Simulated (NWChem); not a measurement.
Species: dimethyl telluride (C₂H₆Te); SMILES C[Te]C

All runs: NWChem. Structure relaxed at the PBE0/def2-SVP level. Not confirmed as a minimum by frequencies. def2 effective core potentials on Te; no spin-orbit coupling. Ions are spin-unrestricted doublets at the neutral geometry; other ion states weren't tried.

Question: What does the run give for PBE0/def2-SVP? Quantities: vertical ionisation energy, ΔSCF (eV); −ε(HOMO) (eV).

Answer: 
```json
{
  "vertical ionisation energy, ΔSCF (eV)": "7.78",
  "−ε(HOMO) (eV)": "5.57"
}
```
